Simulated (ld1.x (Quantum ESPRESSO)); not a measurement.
**Before and after: TM potential for silicon (Si)**

```json
{
 "Element": "silicon (Si)",
 "Generator": "ld1.x (Quantum ESPRESSO) 7.5",
 "Type": "norm-conserving Troullier–Martins (Kleinman–Bylander form)",
 "Functional": "PBE",
 "Relativity": "scalar-relativistic",
 "Frozen core": "[Ne]",
 "Valence charge": "4",
 "Reference configuration": "3s1 3p3",
 "Partial waves": "3s (bound): rc 1.45 bohr; 3p (bound): rc 1.65 bohr; 3d channel at 0.2 Ry: rc 1.45 bohr",
 "Local potential": "all-electron potential smoothed inside 1.55 bohr (lloc = -2)",
 "Core correction": "Bessel-smoothed model core inside 0.75 bohr"
}
```

Change: core correction Bessel-smoothed model core inside 1.74 bohr.

Cutoffs: the cutoffs (Ry, on a coarse ladder) from which the occupation-weighted sum of valence levels, in a spherical-Bessel basis at the reference potential, stays within 10 and 1 mRy of its value at 400 Ry; they do not see the model core or the augmentation charge, which bear on the density cutoff. Errors are all-electron minus pseudo energies relative to the spin-unpolarised reference configuration.

Problem. How do hardness, ghosts and transferability respond?

Solution. The potential gets neither clearly harder nor softer (15 Ry and 40 Ry → 15 Ry and 40 Ry); of the 7 tests that both files solve, the error grows in 3 and shrinks in 3 by more than 15 % and 0.3 meV (median size 1.5 → 1.4 meV); neither file shows a bound ghost. A wider model core is smoother and lowers the density cutoff, which this test does not measure.

```csv
quantity,base,changed
"cutoff, loose",15 Ry,15 Ry
"cutoff, tight",40 Ry,40 Ry
bound ghosts,none,none
"error for 3s2 3p2, meV [ΔE -6.81 eV]",-0.3,+0.7
"error for 3s2 3p1, meV [ΔE 0.93 eV]",-1.2,-0.2
"error for 3s2 3p0, meV [ΔE 16.92 eV]",+11,+9.3
"error for 3s2 3p2.3, meV [ΔE -7.74 eV]",+0.7,+1.4
"error for 3s1 3p2, meV [ΔE 8.36 eV]",+2.8,+2.4
"error for 3s1 3p0, meV [ΔE 50.89 eV]",+53,+77
"error for 3s2 3p1.5, meV [ΔE -3.89 eV]",-1.5,-0.4
s: phases at 1.81 bohr within 0.05 rad from the reference energy up to (Ry; the scan ends near 5),2.4,2.4
p: phases at 1.81 bohr within 0.05 rad from the reference energy up to (Ry; the scan ends near 5),4.0,4.0
d: phases at 1.81 bohr within 0.05 rad from the reference energy up to (Ry; the scan ends near 5),to the end of the scan,to the end of the scan
```
